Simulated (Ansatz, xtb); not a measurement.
CH2AlFS: which of two structures lies lower

Structure X: a singlet given by its coordinates. Structure Y: a singlet given by its coordinates. Both are isolated molecules in the gas phase, relaxed with B3LYP-D3(BJ)/def2-SVP.

X (Å):

```yaml
atoms:
  - { symbol: C, position_ang: [0.5653, -0.4321, 1.0418] }
  - { symbol: Al, position_ang: [0.4960, 0.9869, -0.2230] }
  - { symbol: F, position_ang: [-0.1556, 1.7475, -1.5384] }
  - { symbol: S, position_ang: [1.9536, 0.9658, 1.3066] }
  - { symbol: H, position_ang: [1.0361, -1.4019, 0.8363] }
  - { symbol: H, position_ang: [-0.0890, -0.4902, 1.9209] }
```

Close contacts (Å): C1–Al2 1.90, C1–S4 1.99, Al2–F3 1.65, Al2–S4 2.11, C1–H5 1.10, C1–H6 1.10.

Y (Å):

```xyz
6

C     1.0998    1.0992    0.0575
Al    0.4151   -0.6054    0.7081
F     1.2583   -1.3217    1.9619
S    -0.0254    1.7764    1.0655
H    -0.7236   -1.4043   -0.0117
H     1.7751    1.7387   -0.5285
```

Close contacts (Å): C1–Al2 1.95, C1–S4 1.66, Al2–F3 1.67, Al2–S4 2.45, C1–H6 1.10, Al2–H5 1.57.

**Question.** Estimate which is lower in electronic energy at CCSD(T)/def2-TZVP, and by roughly how much.

**Answer.** The CCSD(T)/def2-TZVP calculation puts structure X lower, by 12.8 kcal/mol.

How the difference moves with the method:

| level | geometry | E(Y) − E(X) (kcal/mol) | departure from the last row (kcal/mol) | job, with rough time for the two |
| --- | --- | --- | --- | --- |
| GFN2-xTB | GFN2-xTB | +5.4 | −7.3 | optimisation, 1.7 s |
| HF/STO-3G | GFN2-xTB | +9.2 | −3.6 | single point, 1.6 s |
| r2SCAN-D4/def2-SVP | GFN2-xTB | +16.4 | +3.6 | single point, 9.1 s |
| B3LYP-D3(BJ)/def2-SVP | B3LYP-D3(BJ)/def2-SVP | +12.3 | −0.4 | optimisation, 87 s |
| HF/def2-TZVP | B3LYP-D3(BJ)/def2-SVP | +10.8 | −2.0 | part of the CCSD(T) run |
| MP2/def2-TZVP | B3LYP-D3(BJ)/def2-SVP | +15.5 | +2.7 | part of the CCSD(T) run |
| CCSD(T)/def2-TZVP | B3LYP-D3(BJ)/def2-SVP | +12.8 |  | single point, 1.8 min |

The levels shown agree on the order. The largest departure from CCSD(T)/def2-TZVP is that of GFN2-xTB, 7.3 kcal/mol.

With harmonic frequencies from B3LYP-D3(BJ)/def2-SVP (ideal gas, rigid rotor, one conformer each, 298.15 K, 1 atm): on the last row, ΔE + ΔZPE = +9.9, ΔH = +10.2, ΔG = +9.7 kcal/mol.

The correlated steps freeze 12 core orbitals. Mirror images aren't counted in ΔG. Programs: Ansatz 0.2.0, xtb 6.7.1; the last row on 1 thread of Intel(R) Xeon(R) Processor @ 2.50GHz (Skylake/Cascade Lake) on a shared host.
